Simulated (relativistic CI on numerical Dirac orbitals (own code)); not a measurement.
**Hyperfine structure of Eu XXXIX, mass number 153**

Computed by Dirac-Coulomb-Breit CI, separate exchange-only KLI orbitals for each configuration, model QED (radiative potential, 1s self-energy scaled to tabulated hydrogen-like ionisation energies), unscaled Slater integrals (own radial code, finite nucleus).

Configurations in the expansion (outside the closed core [Ne]): 3s²3p⁶3d⁷, 3s²3p⁵3d⁸, 3s²3p⁴3d⁹, 3s3p⁶3d⁸, 3p⁶3d⁹, 3s3p⁵3d⁹, 3s²3p⁶3d⁶4s, 3s²3p⁶3d⁶4p, 3s²3p⁴3d⁸4s, 3s²3p⁶3d⁶4d, 3s²3p⁴3d⁸4p, 3s²3p⁵3d⁷4s, 3s²3p⁶3d⁶4f, 3s²3p⁵3d⁷4p, 3s²3p⁶3d⁵4s², 3s3p⁶3d⁷4s. Levels of other configurations are missing.

Nuclear spin I = 5/2, μ = 1.5294 μN, Q = 2.41 b (tables of Stone and Pyykkö). The electronic factors are computed for point nuclear moments, without core polarisation or the Bohr-Weisskopf and QED corrections.

```json
{"Level": "3s²3p⁶3d⁷ ⁴F9/2", "E (cm⁻¹)": "0", "A (MHz)": "13350", "B (MHz)": "20400"}
{"Level": "3s²3p⁶3d⁷ ⁴F7/2", "E (cm⁻¹)": "229368", "A (MHz)": "14850", "B (MHz)": "30000"}
{"Level": "3s²3p⁶3d⁷ ⁴P5/2", "E (cm⁻¹)": "304138", "A (MHz)": "6172", "B (MHz)": "-76800"}
{"Level": "3s²3p⁶3d⁷ ⁴P1/2", "E (cm⁻¹)": "317770", "A (MHz)": "-6246", "B (MHz)": ""}
{"Level": "3s²3p⁶3d⁷ ²H11/2", "E (cm⁻¹)": "337931", "A (MHz)": "18840", "B (MHz)": "-169000"}
{"Level": "3s²3p⁶3d⁷ ²G7/2", "E (cm⁻¹)": "370895", "A (MHz)": "20900", "B (MHz)": "-21900"}
{"Level": "3s²3p⁶3d⁷ ²F5/2", "E (cm⁻¹)": "414376", "A (MHz)": "20790", "B (MHz)": "12600"}
{"Level": "3s²3p⁶3d⁷ ²D3/2", "E (cm⁻¹)": "510741", "A (MHz)": "26080", "B (MHz)": "-60300"}
```

Levels with J = 0, under 50 % of one LS term, or S terms without an open s electron are left out. Small factors come from cancelling terms and can be off by tens of per cent or more.

At this charge energies of transitions that change n are usually good to better than 1 %, and those within a shell (Δn = 0) to a few per cent. Terms inside the open d or f shell come out 10 to 20 % too wide with unscaled integrals.

(1) Give the hyperfine levels of 3s²3p⁶3d⁷ ⁴F9/2 relative to its centre of gravity.

## Answers

(1) With K = F(F + 1) − I(I + 1) − J(J + 1), E = AK/2 + B[¾K(K + 1) − I(I + 1)J(J + 1)]/[2I(2I − 1)J(2J − 1)]: F = 2: -174200, F = 3: -140300, F = 4: -92650, F = 5: -29320, F = 6: 52300, F = 7: 155300 MHz.

LS names give the leading component of a level, which can be under half, so a name can repeat, a term be missing and a line seem to break the LS rules.
